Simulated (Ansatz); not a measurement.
Gas-phase reaction (SMILES): O[Si](O)(O)F [fluoro(trihydroxy)silane] + H+ -> O[Si](O)([OH2+])F; protonation at O, whose ΔH is minus the proton affinity.

Structures are relaxed separately at B3LYP-D3(BJ)/def2-TZVP in Ansatz (an electronic-structure program), one conformer each, not searched for the lowest. Valence correlation only, unless marked. No spin-orbit coupling. No relativistic terms. Basis-set limits of correlation are two-point, X^-3; Hartree-Fock from the larger set. The bracket is a focal-point correction in the basis named. Thermal terms are rigid-rotor harmonic-oscillator values from B3LYP-D3(BJ) frequencies (Ansatz) at 298.15 K and 1 atm. 1 Eh = 627.5095 kcal/mol. The proton has no electrons: its energy is zero and its thermal terms are those of translation.

| species | E, RI-MP2/CBS(cc-pV(T+d)Z,cc-pV(Q+d)Z)+[CCSD(T)-MP2]/cc-pV(T+d)Z (Ansatz) (Eh) | E, PBE/def2-TZVPD (Ansatz) (Eh) | H - E (Eh) |
|---|---|---|---|
| O[Si](O)(O)F | -616.43400 | -616.72889 | 0.05355 |
| H+ | 0.00000 | 0.00000 | 0.00236 |
| O[Si](O)([OH2+])F | -616.72477 | -617.01902 | 0.06570 |

Work out ΔE and ΔH at 298.15 K at the first level, then ΔH at the second.


1. ΔE = [(-616.72477)] - [(-616.43400) + (0.00000)] = -0.29077 Eh = -182.5 kcal/mol at RI-MP2/CBS(cc-pV(T+d)Z,cc-pV(Q+d)Z)+[CCSD(T)-MP2]/cc-pV(T+d)Z.
2. The terms H - E add up to 0.00979 Eh, so ΔH = (-0.29077 + (0.00979))×627.5095 = -176.3 kcal/mol.
3. At PBE/def2-TZVPD the same steps give ΔE = -182.1 and ΔH = -175.9 kcal/mol, a shift of +0.4 from the first level.
4. These values are not checked against measurement here, since the tables used lack a sound gas-phase enthalpy of formation for at least one species, or one in the same ion convention.
